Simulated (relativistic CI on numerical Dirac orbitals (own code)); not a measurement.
# Slater and spin-orbit integrals, Nd XXXVII

Calculated at this level of theory: Dirac-Coulomb-Breit CI, KLI orbitals optimised for each configuration, model QED, unscaled Slater integrals (own radial code, finite nucleus).

Slater integrals F^k, G^k are unscaled and averaged over j, outside the closed core [Ne]; ζ comes from projecting the Hamiltonian with its Breit term on Σ l·s of the shell.

- 3s2.3p6.3d6: F^2(3d,3d) = 453370, F^4(3d,3d) = 292320, ζ(3d) = 80999 cm⁻¹; <r>(3d) = 0.2245, <r^2>(3d) = 0.05858 (bohr units).
- 3s2.3p5.3d7: ζ(3p) = 618440, F^2(3d,3d) = 452490, F^4(3d,3d) = 291720, F^2(3p,3d) = 396320, G^1(3p,3d) = 428440, G^3(3p,3d) = 284170, ζ(3d) = 80146 cm⁻¹; <r>(3p) = 0.2502, <r^2>(3p) = 0.07241, <r>(3d) = 0.2248, <r^2>(3d) = 0.05878 (bohr units).
- 3s2.3p4.3d8: F^2(3p,3p) = 394450, ζ(3p) = 617940, F^2(3d,3d) = 451600, F^4(3d,3d) = 291120, F^2(3p,3d) = 395890, G^1(3p,3d) = 428410, G^3(3p,3d) = 284020, ζ(3d) = 79299 cm⁻¹; <r>(3p) = 0.2505, <r^2>(3p) = 0.07256, <r>(3d) = 0.2252, <r^2>(3d) = 0.05899 (bohr units).

(1) Give the Racah parameters of the d shell in 3s2.3p6.3d6.

Averages of the first 10 configurations, taken without configuration mixing, which lowers the lowest level and can move excited configurations by several eV; other configurations of the list can lie among them:

| Configuration | Parity | States | Average energy above the lowest level (eV) |
| --- | --- | --- | --- |
| 3s2.3p6.3d6 | even | 210 | 50.4 |
| 3s2.3p5.3d7 | odd | 720 | 362.1 |
| 3s2.3p4.3d8 | even | 675 | 680.0 |
| 3s.3p6.3d7 | even | 240 | 605.6 |
| 3p6.3d8 | even | 45 | 1169.2 |
| 3s.3p5.3d8 | odd | 540 | 916.0 |
| 3s2.3p6.3d5.4s | even | 504 | 1063.1 |
| 3s2.3p6.3d5.4p | odd | 1512 | 1153.3 |
| 3s2.3p4.3d7.4s | even | 3600 | 1677.9 |
| 3s2.3p6.3d5.4d | even | 2520 | 1269.9 |

## Answers

(1) B = F²/49 − 5F⁴/441 = 5938 cm⁻¹ and C = 35F⁴/441 = 23200 cm⁻¹.
